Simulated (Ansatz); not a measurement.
The first iterations of a band of Cl2GaH3O (7 atoms, charge 0, multiplicity 1).

These are results of RKS PBE/def2-SVP (Ansatz 0.2.0), not measurements.

| Item | Value |
| --- | --- |
| movable images | 7 |
| climbing image | yes |
| spring | 5.0 eV/Å² |
| optimiser | quadratic models (default) |
| start path | through a guess of the saddle point |
| force threshold | 0.03 eV/Å |
| iteration limit | 60 |
| end points | relaxed |

Image 0:

```xyz
7
Properties=species:S:1:pos:R:3
Ga 0.119 0.088 0.162
H 0.045 0.805 1.552
Cl 1.857 0.258 -1.126
Cl -1.763 -0.329 -0.932
O 0.147 -1.991 0.697
H -0.673 -2.235 0.205
H -0.059 -2.144 1.641
```

Image 8:

```xyz
7
Properties=species:S:1:pos:R:3
Ga 0.066 -0.683 -0.509
H -0.025 0.223 2.145
Cl 1.855 0.412 -0.922
Cl -1.860 0.168 -0.959
O 0.219 -2.357 0.113
H -0.660 -2.770 0.216
H 0.077 -0.541 2.114
```

| iteration | highest image above the first end (eV) | largest band force component (eV/Å) |
| --- | --- | --- |
| 1 | 2.305 | 4.498 |
| 2 | 1.526 | 2.034 |
| 3 | 1.352 | 2.003 |

Problem. Does the band converge within its limit, and where does its top end?

Solution. The run converged. It ended after 10 iterations with the highest image 1.235 eV above the first end. A vibrational analysis at the climbing image gives one clearly imaginary mode, 1047i cm⁻¹: a first-order saddle point. The orbitals stay closed-shell, which can raise the energy where a bond breaks towards radicals; this wasn't checked here.

Run time: 3.2 min on 2 threads of Arm Neoverse N1, on a shared host, peak memory 0.15 GiB.
